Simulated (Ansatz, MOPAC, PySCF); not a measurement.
Donor–acceptor adduct: AlH3 (SMILES [AlH3]) (first 4 atoms) with CHN (SMILES C#N); geometry from B3LYP-D3(BJ)/def2-TZVP, rigid monomers moved along the line of their centres of mass till Al1···N6 is 2.37 Å.
(charge 0, multiplicity 1):
| atom | x (Å) | y (Å) | z (Å) |
|---|---|---|---|
| Al | -0.1616 | 0.3641 | 0.2628 |
| H | 1.2536 | 0.8243 | -0.2996 |
| H | -1.2365 | 1.4889 | 0.5949 |
| H | -0.6908 | -1.0821 | -0.1362 |
| C | 0.8286 | -0.3567 | 3.5550 |
| N | 0.5068 | -0.1242 | 2.4862 |
| H | 1.1301 | -0.5741 | 4.5560 |

Monomers are frozen at their geometry in the pair; levels with a basis set take the counterpoise correction. Rows marked so take none.

Frozen-core correlation. Rows in 3-21G, 6-311+G**, 6-31G*, STO-3G carry no dispersion term and start afresh at each structure (6-31G* with six Cartesian d functions). MP2/6-31G* freezes PySCF's default core. The state that PM3, PM6, PM7 reach isn't checked; PM7 holds dispersion and hydrogen-bond terms.

Run with Ansatz (a first-principles code) with Gaussian orbitals; MOPAC for PM3, PM6, PM7 (differences of heats of formation); PySCF for 3-21G rows, 6-311+G** rows, 6-31G* rows, STO-3G rows. Values without a source in brackets are computed.

| level | interaction energy (kJ/mol) |
|---|---|
| PM3 | -155.2 |
| PM6 | -36.3 |
| PM7 | -55.5 |
| HF/STO-3G (no counterpoise) | -85.5 |
| HF/3-21G (no counterpoise) | -98.7 |
| B3LYP/6-311+G** (no counterpoise) | -66.2 |
| M06-2X/6-31G* (no counterpoise) | -82.6 |
| MP2/6-31G* (no counterpoise) | ___ |
| CCSD(T)/aug-cc-pV(T+d)Z | ___ |

What belongs in the gaps?


- MP2/6-31G* (no counterpoise), interaction energy (kJ/mol): -80.7
- CCSD(T)/aug-cc-pV(T+d)Z, interaction energy (kJ/mol): -75.1
